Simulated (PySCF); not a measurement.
A run for PySCF: R-M06-2X/def2-TZVPP on ClH2NSi (SMILES N[Si]Cl), a point of a torsion scan.

```python
from pyscf import gto, dft

mol = gto.M(
    atom='''
    N    -0.66167550   -0.01395742    0.05815731
    Si    0.75108863   -0.91023251    0.39173791
    Cl    1.88326682    0.62179961    1.24547683
    H    -0.77662877    0.96918812    0.26825396
    H    -1.47878861   -0.41209457   -0.37280405
    ''',
    basis='def2-tzvpp',
    charge=0, spin=0, verbose=4, max_memory=1800)
mf = dft.RKS(mol, xc='m062x').density_fit(auxbasis='def2-universal-jkfit')
mf.grids.level = 4
mf.conv_tol = 1e-9
mf.max_cycle = 150
mf.kernel()
mf.dip_moment()
```

The log:

```
PySCF version 2.14.0

[INPUT] verbose = 4
[INPUT] num. atoms = 5
[INPUT] num. electrons = 40
[INPUT] charge = 0
[INPUT] spin (= nelec alpha-beta = 2S) = 0
[INPUT] symmetry False subgroup None
[INPUT] Mole.unit = angstrom
[INPUT] Symbol           X                Y                Z      unit          X                Y                Z       unit  Magmom
[INPUT]  1 N     -0.661675500000  -0.013957420000   0.058157310000 AA   -1.250385478335  -0.026375701206   0.109901388041 Bohr   0.0
[INPUT]  2 Si     0.751088630000  -0.910232510000   0.391737910000 AA    1.419351805975  -1.720090153575   0.740277362510 Bohr   0.0
[INPUT]  3 Cl     1.883266820000   0.621799610000   1.245476830000 AA    3.558858509281   1.175030967261   2.353610103191 Bohr   0.0
[INPUT]  4 H     -0.776628770000   0.969188120000   0.268253960000 AA   -1.467615675758   1.831500109982   0.506926516230 Bohr   0.0
[INPUT]  5 H     -1.478788610000  -0.412094570000  -0.372804050000 AA   -2.794505469026  -0.778745874720  -0.704497552629 Bohr   0.0

nuclear repulsion = 131.862451707966
number of shells = 51
number of NR pGTOs = 204
number of NR cGTOs = 143
basis = def2-tzvpp
ecp = {}


******** <class 'pyscf.df.df_jk.DFRKS'> ********
method = DFRKS
initial guess = minao
damping factor = 0
level_shift factor = 0
DIIS = <class 'pyscf.scf.diis.CDIIS'>
diis_start_cycle = 1
diis_space = 8
diis_damp = 0
SCF conv_tol = 1e-09
SCF conv_tol_grad = None
SCF max_cycles = 150
direct_scf = False
XC library pyscf.dft.libxc version 7.1.2
    S. Lehtola, C. Steigemann, M. J. T. Oliveira, and M. A. L. Marques,  SoftwareX 7, 1–5 (2018)
XC functionals = m062x
    Y. Zhao and D. G. Truhlar,  Theor. Chem. Acc. 120, 215 (2008)
    Y. Zhao and D. G. Truhlar,  Theor. Chem. Acc. 120, 215 (2008)
radial grids:
    Treutler-Ahlrichs [JCP 102, 346 (1995); DOI:10.1063/1.469408] (M4) radial grids

becke partition: Becke, JCP 88, 2547 (1988); DOI:10.1063/1.454033
pruning grids: <function nwchem_prune>
grids dens level: 4
symmetrized grids: False
atomic radii adjust function: <function treutler_atomic_radii_adjust>
small_rho_cutoff = 0
Set gradient conv threshold to 3.16228e-05
Initial guess from minao.
tot grids = 116904
******** <class 'pyscf.df.df.DF'> ********
auxbasis = def2-universal-jkfit
init E= -805.81722144637
  HOMO = -0.259582263390357  LUMO = -0.0675530801915656  gap/eV = 5.22538
cycle= 1 E= -805.662012282938  delta_E= 0.155  |g|= 0.372  |ddm|= 1.75
  HOMO = -0.295974629490046  LUMO = -0.0323257987852159  gap/eV = 7.17425
cycle= 2 E= -805.665107989156  delta_E= -0.0031  |g|= 0.391  |ddm|= 0.58
  HOMO = -0.297912272793603  LUMO = -0.0270511623472061  gap/eV = 7.37051
cycle= 3 E= -805.697282667496  delta_E= -0.0322  |g|= 0.0437  |ddm|= 0.256
  HOMO = -0.29958079384928  LUMO = -0.0256907272253883  gap/eV = 7.45293
cycle= 4 E= -805.697654743711  delta_E= -0.000372  |g|= 0.0239  |ddm|= 0.0507
  HOMO = -0.299913002568353  LUMO = -0.0261834734442203  gap/eV = 7.44856
cycle= 5 E= -805.697782037593  delta_E= -0.000127  |g|= 0.0034  |ddm|= 0.02
  HOMO = -0.299444524065265  LUMO = -0.0256153767442058  gap/eV = 7.45127
cycle= 6 E= -805.697786587565  delta_E= -4.55e-06  |g|= 0.0012  |ddm|= 0.00672
  HOMO = -0.299621519438908  LUMO = -0.0257849843030442  gap/eV = 7.45147
cycle= 7 E= -805.69778702826  delta_E= -4.41e-07  |g|= 0.000287  |ddm|= 0.0015
  HOMO = -0.299593245824525  LUMO = -0.0257583096956395  gap/eV = 7.45143
cycle= 8 E= -805.697787063422  delta_E= -3.52e-08  |g|= 8.33e-05  |ddm|= 0.000531
  HOMO = -0.299591885300771  LUMO = -0.0257574257389805  gap/eV = 7.45142
cycle= 9 E= -805.697787066246  delta_E= -2.82e-09  |g|= 2e-05  |ddm|= 0.000128
  HOMO = -0.299592850586734  LUMO = -0.0257582471770235  gap/eV = 7.45142
cycle= 10 E= -805.697787066435  delta_E= -1.89e-10  |g|= 4.7e-06  |ddm|= 3.76e-05
  HOMO = -0.299592935008036  LUMO = -0.0257585486557659  gap/eV = 7.45141
Extra cycle  E= -805.697787066439  delta_E= -4.32e-12  |g|= 2.89e-06  |ddm|= 6.35e-06
converged SCF energy = -805.697787066439
Dipole moment(X, Y, Z, Debye): -2.39791,  0.00935, -0.95912
```

The run converged.

Cost: about 13 core-seconds (a rough figure).
